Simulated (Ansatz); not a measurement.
Basis-set extrapolation for Cl2H4O2Si2, SMILES `O[SiH](O)[SiH](Cl)Cl` (PBE0-D4/def2-TZVP geometry, frozen core, Ansatz). Multiplicity 1, RHF reference.

|  | def2-TZVPP | def2-QZVPP |
| --- | --- | --- |
| HF | -1649.253414 | -1649.304719 |
| MP2 correlation | -1.088983 | -1.188300 |
| CCSD(T) correlation | -1.188967 | not run |

Energies in hartree. Use E(X) = E(∞) + A·exp(−7.88·√X) for Hartree–Fock and E(X) = E(∞) + B·X^(−2.97) for correlation, with X = 3 and 4, and add CCSD(T) minus MP2 of the smaller set to the MP2 limit.

Q: What is the CCSD(T) energy at the basis-set limit?

A: HF limit: -1649.304719 + (-0.051305) × 0.13774 = -1649.31179. MP2 limit: -1.188300 + (-0.099317) × 0.74074 = -1.26187. Higher-order term: -1.188967 − (-1.088983) = -0.09998. Total: -1650.67364 hartree, 145.1 kcal/mol below CCSD(T)/def2-TZVPP.
